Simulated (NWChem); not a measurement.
CH₃F₃Si; SMILES F[SiH](F)CF

```xyz
8

F      0.6040     1.9227     0.0000
C     -0.6346     1.2772     0.0000
Si    -0.3948    -0.5940     0.0000
F      0.4439    -1.0298     1.2947
F      0.4439    -1.0298    -1.2947
H     -1.2015     1.5997    -0.8852
H     -1.2015     1.5997     0.8852
H     -1.6895    -1.3130     0.0000
```
Atoms are numbered in this order, from 1.

All runs: NWChem. Medium grid unless said otherwise, to which SCAN and Minnesota functionals are sensitive. Coordinates come from a B3LYP/6-31G* (spherical d) optimisation. Hybrids' shares of exact exchange are those that their runs print; pure functionals count as 0. The functionals differ in more than this share.

```csv
row,share of exact exchange,highest occupied level (eV)
PBE/def2-SVP,0.00,-7.25
RPBE/def2-SVP,0.00,-7.21
B3LYP/def2-SVP,0.20,-8.70
B3PW91/def2-SVP,0.20,-8.73
BHandHLYP/def2-SVP,0.50,-10.58
M06-2X/def2-SVP,0.54,-10.45
Hartree-Fock/def2-SVP,1.00,withheld
```

Task: Fit a straight line of the last column on the one before it, predict the withheld value, and compare with the run.

Result: 
1. Means of the 6 shown rows: x = 0.240, y = -8.820. Slope Σ(x − x̄)(y − ȳ)/Σ(x − x̄)² = -1.718/0.2760 = -6.225; intercept -7.326.
2. The shown rows scatter about the line by 0.151 (root mean square); the largest residual is +0.24, at M06-2X/def2-SVP.
3. At x = 1.00 (Hartree-Fock/def2-SVP; beyond the shown range) the line gives -13.55.
4. The run gives -13.05, +0.50 from the line, 3.3 times the scatter.
